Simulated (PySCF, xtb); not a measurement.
CH5AlO2S, SMILES C[O][Al]([OH])[SH].

xtb 6.7.1 with GFN2-xTB at its own geometry gives an orbital gap of 3.49 eV and a dipole moment of 2.90 D.

Coordinates come from a r2SCAN-D4/def2-SVP optimisation. The structure was generated by enumeration; whether it is a known compound was not checked. Other conformers were not sampled.

### Question
What does PBE/def2-TZVP in PySCF give? (Estimate from the structure and the level; the computed values follow.)

### Answer
gap 5.08 eV (levels -6.35 and -1.26 eV), dipole 1.35 D.
